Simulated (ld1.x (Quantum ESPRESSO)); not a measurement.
**PBEsol TM dataset for carbon, non-relativistic all-electron reference.**

C (Z = 6), norm-conserving Troullier–Martins (Kleinman–Bylander form), made with ld1.x (Quantum ESPRESSO) 7.5 (PBEsol, non-relativistic). Core [He], reference 2s2 2p2. Waves: 2p (bound): rc 2.60 bohr; 3d channel at 0.35 Ry: rc 2.00 bohr; 2s (bound): rc 1.05 bohr. Local part: the s channel. Core correction: Bessel-smoothed model core inside 0.80 bohr.

All-electron outer shells of the reference configuration (PBEsol, non-relativistic, ld1.x):

```json
{"shell": "2s", "level (eV)": "-13.64", "outermost node (bohr)": "0.38", "outermost maximum (bohr)": "1.22"}
{"shell": "2p", "level (eV)": "-5.24", "outermost node (bohr)": "–", "outermost maximum (bohr)": "1.20"}
```

Question: Does the generator finish with these settings?

Answer: Yes, a potential is produced and its reference levels are reproduced.

Question: Estimate the cutoffs (Ry, on a coarse ladder) from which the occupation-weighted sum of valence levels, in a spherical-Bessel basis at the reference potential, stays within 10 and 1 mRy of its value at 400 Ry.

Answer: 35 Ry and 90 Ry.

Question: Does the potential have ghost states?

Answer: No extra level below or beside the all-electron valence levels (p, d, s, f tested).

Question: Which valence shell sets the plane-wave cutoff?

Answer: 2s: its level needs 80 Ry to come within 1 mRy, against 21 Ry for 2p.

Question: Tests: 2s2 2p1; 2s2 2p0; 2s1 2p0; 2s2 2p1.5; 2s1 2p3; 2s0 2p4; 2s1 2p2. Which has the largest error in its energy relative to the reference configuration, and how large is it?

Answer: 2s1 2p0, with +1334 meV (all-electron minus pseudo) on +82.76 eV.
